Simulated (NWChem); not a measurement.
System: InN$_{2}$H$_{4}$Br; SMILES [NH2][In]([NH2])[Br]

Input file for NWChem:

```
start job
memory heap 200 mb stack 900 mb global 1100 mb
geometry units angstroms noautoz
  In     0.025389    -0.721251     0.000000
  Br     0.036290     1.774351     0.000000
  N     -0.155646    -1.592639    -1.817798
  H      0.158320    -1.019663    -2.597020
  H      0.231554    -2.527242    -1.919911
  N     -0.155646    -1.592639     1.817798
  H      0.231554    -2.527242     1.919911
  H      0.158320    -1.019663     2.597020
end
basis spherical
  * library def2-svp
end
ecp
  In library def2-ecp
end
dft
  xc scan
  grid fine
  iterations 150
  mulliken
end
task dft gradient
```

Parts of the log:

```
             Northwest Computational Chemistry Package (NWChem) 7.3.0
             --------------------------------------------------------

 CS  symmetry detected

                             Geometry "geometry" -> ""
                             -------------------------

 Output coordinates in angstroms (scale by  1.889725989 to convert to a.u.)

  No.       Tag          Charge          X              Y              Z
 ---- ---------------- ---------- -------------- -------------- --------------
    1 In                  49.0000     0.02920615     0.69500582     0.00000000
    2 Br                  35.0000    -0.01282718    -1.80026598     0.00000000
    3 N                    7.0000    -0.13330593     1.57003756    -1.81779800
    4 H                    1.0000     0.16843658     0.99053122    -2.59702000
    5 H                    1.0000     0.27362995     2.49621778    -1.91991100
    6 N                    7.0000    -0.13330593     1.57003756     1.81779800
    7 H                    1.0000     0.27362995     2.49621778     1.91991100
    8 H                    1.0000     0.16843658     0.99053122     2.59702000

 Effective nuclear repulsion energy (a.u.)     694.0592888177

      Symmetry information
      --------------------

 Group name             Cs
 Group number              2
 Group order               2
 No. of unique centers     5

                                 NWChem DFT Module
                                 -----------------

 Summary of "ao basis" -> "ao basis" (spherical)
 ------------------------------------------------------------------------------
       Tag                 Description            Shells   Functions and Types
 ---------------- ------------------------------  ------  ---------------------
 In                         def2-svp                10       26   4s4p2d
 Br                         def2-svp                12       32   5s4p3d
 N                          def2-svp                 6       14   3s2p1d
 H                          def2-svp                 3        5   2s1p

      Symmetry analysis of basis
      --------------------------

        a'         64
        a"         42

            General Information
            -------------------
          SCF calculation type: DFT
          Wavefunction type:  closed shell.
          No. of atoms     :     8
          No. of electrons :    74
           Alpha electrons :    37
            Beta electrons :    37
          Charge           :     0
          Spin multiplicity:     1
          Use of symmetry is: on ; symmetry adaption is: on
          Maximum number of iterations: 150
          AO basis - number of functions:   106
                     number of shells:    46
          Convergence on energy requested:  1.00D-06
          Convergence on density requested:  1.00D-05
          Convergence on gradient requested:  5.00D-04

              XC Information
              --------------
                         SCAN Method XC Functional
                  SCAN metaGGA Exchange Functional  1.000
                        SCAN Correlation Potential  1.000

             Grid Information
             ----------------
          Grid used for XC integration:  fine
          Radial quadrature: Mura-Knowles
          Angular quadrature: Lebedev.
          Tag              B.-S. Rad. Rad. Pts. Rad. Cut. Ang. Pts.
          ---              ---------- --------- --------- ---------
          In                  1.55      141          10.0       974
          Br                  1.15      140          12.0       974
          N                   0.65       70          12.0       590
          H                   0.35       60          13.0       590
          Grid pruning is: on
          Number of quadrature shells:   471
          Spatial weights used:  Erf1

      Superposition of Atomic Density Guess
      -------------------------------------

 Sum of atomic energies:       -2900.62158963

      Non-variational initial energy
      ------------------------------

 Total energy =   -2872.793121
 1-e energy   =   -4786.155855
 2-e energy   =    1552.124553
 HOMO         =      -0.336832
 LUMO         =      -0.061441

      Symmetry analysis of molecular orbitals - initial
      -------------------------------------------------

  Numbering of irreducible representations:

     1 a'          2 a"

  Orbital symmetries:

     1 a'          2 a'          3 a'          4 a"          5 a'
     6 a'          7 a"          8 a'          9 a'         10 a"
    11 a'         12 a'         13 a"         14 a'         15 a'
    16 a'         17 a"         18 a'         19 a'         20 a"
    21 a'         22 a"         23 a'         24 a"         25 a'
    26 a"         27 a'         28 a'         29 a'         30 a"
    31 a'         32 a"         33 a'         34 a'         35 a"
    36 a'         37 a"         38 a'         39 a'         40 a"
    41 a'         42 a'         43 a"         44 a'         45 a"
    46 a'         47 a'

     ---------------------------------------------
      Total Density - Mulliken Population Analysis
     ---------------------------------------------

[...]

                         DFT ENERGY GRADIENTS

    atom               coordinates                        gradient
                 x          y          z           x          y          z
   1 In      0.055192   1.313371   0.000000   -0.002547   0.000653   0.000000
   2 Br     -0.024240  -3.402009   0.000000    0.000500  -0.000194   0.000000
   3 N      -0.251912   2.966941  -3.435140    0.003193  -0.000010  -0.000258
   4 H       0.318299   1.871833  -4.907656   -0.001035   0.001229   0.001126
   5 H       0.517086   4.717168  -3.628106   -0.001135  -0.001449  -0.000065
   6 N      -0.251912   2.966941   3.435140    0.003193  -0.000010   0.000258
   7 H       0.517086   4.717168   3.628106   -0.001135  -0.001449   0.000065
   8 H       0.318299   1.871833   4.907656   -0.001035   0.001229  -0.001126
```

Level: SCAN/def2-SVP with def2 effective core potentials on In. Structure relaxed at the PBE0/def2-SVP level. No frequency run checked for a minimum. def2 effective core potentials on In; no spin-orbit coupling.
